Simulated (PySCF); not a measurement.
Bonds (- single, = double, # triple, : aromatic): C1-Si2 1.832 Å, Si2-F3 1.583 Å, Si2-F4 1.582 Å, Si2-Cl5 2.029 Å. C1 carries H6, H7, H8.

No relativistic terms, one computed conformer, no solvent model, equivalent nuclei averaged. NMR shieldings at B97-2/pcSseg-2/GIAO; PBE0-D3(BJ)/def2-TZVP geometry; PySCF 2.14.

Scale: ¹³C, ¹H, ²⁹Si vs TMS; ¹⁹F vs CFCl3; ³⁵Cl vs HCl (reference shieldings calculated alike).

| atoms | nucleus | count | δ (ppm) |
| --- | --- | --- | --- |
| H6/H7/H8 | ¹H | 3 | 0.53 |
| Cl5 | ³⁵Cl | 1 | 55 |
| C1 | ¹³C | 1 | ? |
| Si2 | ²⁹Si | 1 | -21.5 |
| F3/F4 | ¹⁹F | 2 | ? |

Complete the table.

## Answers


- C1: -2.2 ppm, methyl carbon bonded to Si; an electropositive neighbour leaves it electron-rich and shielded
- F3/F4: -130.3 ppm, fluorine bonded to Si

Shifts are as computed. Against solution values, carbons near 30 ppm lie about +3 ppm off and those near 130 ppm about +7 ppm. Of 1211 compounds with measured shifts, 218 miss one by over three times the rms of a fit or turn the order of signals round; such compounds aren't used in these exercises. Unscaled 19F shifts against computed CFCl3 carry errors that often reach 10 to 50 ppm.
